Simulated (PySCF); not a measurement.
Computed vibrations of [TlBr]2+

[TlBr]2+ (singlet). PySCF 2.14.0, RKS B3LYP, Tl def2-SVP with ECP60, Br def2-SVP; non-relativistic Hamiltonian with scalar-relativistic core potentials where named; density fitting; no spin-orbit coupling. Central differences of gradients.

```xyz
2

Tl    0.0000    0.0000   -0.7410
Br    0.0000    0.0000    1.9247
```

Run from Python with OMP_NUM_THREADS=2. Where DIIS fails, smearing, a level shift and second-order steps follow.
It took 4.8 s on 2 threads of Arm Neoverse V1 (shared host).

**Question.** What are the harmonic wavenumbers and infrared intensities?

**Answer.** Modes are labelled in C∞v; negative numbers are unstable modes, those under 60 cm⁻¹ near the noise; a finer grid moves soft modes by up to 10 cm⁻¹.
```json
{"cm⁻¹": "115", "km/mol": "6.3", "symmetry": "σ+"}
```

**Question.** Is this a minimum?

**Answer.** Yes. Ideal gas at 298.15 K and 1 bar: S = 271.7 J/(mol K), Cp = 37.2 J/(mol K), H − H(0 K) = 10.5 kJ/mol (rigid rotor, harmonic modes, spin degeneracy alone).

The relaxed state isn't the lowest spin state tried at its geometry.
